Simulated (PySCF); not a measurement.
Stationary points of WOCl4

Level of theory: PBE0 in PySCF with W def2-SVP with ECP60, O def2-SVP, Cl def2-SVP; scalar-relativistic core potentials, no spin–orbit coupling; density-fitted integrals.

Relaxations began from a few typed shapes. The search is not exhaustive: other isomers or separated fragments can lie lower, and high-lying points may rest on an excited occupation.

```tsv
spin	group	bonds	angles	imaginary modes (cm⁻¹)	ΔE (kJ/mol)	ΔE with ZPE (kJ/mol)
singlet	C4v	W–Cl 2.300 Å (×4), W–O 1.668 Å	Cl–W–Cl 86.7° (×4), Cl–W–Cl 152.3° (×2), Cl–W–O 103.9° (×4)	none	0.0	0.0
singlet	C3v	W–Cl 2.260 Å (×3), W–Cl 2.387 Å, W–O 1.697 Å	Cl–W–Cl 87.5° (×3), Cl–W–Cl 119.8° (×3), Cl–W–O 92.5° (×3), Cl–W–O 180.0°	none	59.3	58.4
```

The lowest minimum found is the singlet C4v: W–Cl 2.300 Å (×4), W–O 1.668 Å; Cl–W–Cl 86.7° (×4), Cl–W–Cl 152.3° (×2), Cl–W–O 103.9° (×4).

Formally W is in oxidation state +6, d0. The polar-tensor charge on W, 2.77, is far below the formal one.

For the lowest minimum: no spin–orbit coupling is included, which matters more the heavier the element.
